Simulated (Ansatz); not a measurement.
ClFGeH₄SSi (`[F][Ge]([SiH3])([SH])[Cl]`), relaxed with RKS PBE-D4/def2-SVP in Ansatz 0.2.0 from a rough embedded geometry. The force threshold is 0.03 eV/Å; the program also tests the step.

Total charge 0; spin multiplicity 1.

Start:

```xyz
9

F     2.221    0.766    0.020
Ge    0.888   -0.420    0.167
Si   -1.131    0.672    0.452
S     0.817   -1.651   -1.640
Cl    1.305   -1.668    1.896
H    -1.025    1.555    1.648
H    -2.176   -0.264    0.642
H    -1.353    1.557   -0.723
H     0.453   -0.547   -2.463
```

```
step  energy (eV)  largest force (eV/Å)  largest move (Å)
   1  -90494.7371                 1.669             0.000
   2  -90494.9070                 0.549             0.152
   3  -90494.9518                 0.297             0.069
   4  -90494.9570                 0.243             0.025
   5  -90494.9594                 0.059             0.024
   6  -90494.9597                 0.034             0.012
   7  -90494.9599                 0.005             0.020
```

End:

```xyz
9

F     2.179    0.762    0.032
Ge    0.864   -0.411    0.120
Si   -1.178    0.778    0.512
S     0.941   -1.724   -1.683
Cl    1.321   -1.725    1.788
H    -1.019    1.636    1.732
H    -2.257   -0.246    0.709
H    -1.469    1.620   -0.698
H     0.619   -0.688   -2.512
```

Hardware: 4 threads of an Arm Neoverse V2 on a shared host. Wall time 12 s, peak host memory 0.19 GiB.
